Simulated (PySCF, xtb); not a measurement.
C4H8Au2S2, SMILES C(CC[S][Au])C[S][Au], multiplicity 1.

GFN2-xTB (xtb) at its own geometry gives an orbital gap of 2.60 eV and a dipole moment of 0.10 D.

Geometry: PBE-D3(BJ)/def2-SVP. The multiplicity is an assumed one; other spin states were not compared. The def2 effective core potentials stand for the cores of Au; spin–orbit coupling is left out. The values are those of a single conformer.

What does HF/def2-SVP in PySCF give? (Estimate from the structure and the level; the computed values follow.)

gap 8.54 eV (levels -8.53 and 0.01 eV), dipole 0.00 D.
